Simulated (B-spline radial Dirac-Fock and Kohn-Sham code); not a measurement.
## Cl⁶⁺: scattering cross sections and density moments

System: Cl⁶⁺, configuration [Ne] 3s1, inside a Watson sphere of charge -6 and radius 1.8 Å (a model of the Madelung potential; inside it an electron's potential energy is raised by 48.0 eV).

Input file task.json (cfg lists n, l and occupation; rrms is the nuclear radius in fm):

```json
{"items": [{
  "Z": 17,
  "q": 6,
  "cfg": [[1, 0, 2], [2, 0, 2], [2, 1, 6], [3, 0, 1]],
  "A": 35,
  "rrms": 3.3654,
  "watson": [-6, 1.8],
  "do": ["scatter"],
  "s": [0.0, 0.04, 0.05, 0.06, 0.07, 0.09, 0.11, 0.14, 0.18, 0.22, 0.27, 0.34, 0.42, 0.53, 0.66, 0.82, 1.02, 1.27, 1.58, 1.96, 2.44, 3.04, 3.78],
  "pz": [0, 0.1, 0.2, 0.3, 0.4, 0.5, 0.6, 0.8, 1.0, 1.2, 1.4, 1.6, 1.8, 2.0, 2.5, 3.0, 4.0, 5.0, 7.0, 10.0, 15.0, 20.0, 30.0, 40.0, 60.0, 100.0],
  "hv_scatter": [1000, 2000, 8047.8, 17479.3, 20000, 30000, 100000, 500000]
}]}
```

Command: `python xray_run.py task.json out`

Calculated with an atomic code on a B-spline grid, using Dirac-Fock densities.

- Sum of ⟨r⟩: 4.741 bohr
- Sum of ⟨r²⟩: 3.522 bohr²
- Sum of ⟨1/r⟩: 60.581 per bohr
- Langevin diamagnetic susceptibility: -2.79 × 10⁻⁶ cm³/mol
- Lamb shielding (α²/3)Σ⟨1/r⟩: 1075 ppm

Coherent scattering is the Thomson cross section weighted by f₀², without anomalous dispersion; incoherent scattering is Klein-Nishina weighted by S. The Lamb formula is the non-relativistic shielding expression. Electron correlation is left out.

```csv
hν (keV),coherent (b),incoherent (b),incoherent per electron (b)
1,79.29,0.08541,0.00776
2,75.95,0.3046,0.0277
8.0478,45.19,1.980,0.180
17.4793,18.97,3.861,0.351
20,15.64,4.154,0.378
30,8.521,4.826,0.439
100,1.105,5.108,0.464
500,0.04924,3.165,0.288
```

Incoherent scattering overtakes coherent scattering between 30 and 100 keV.
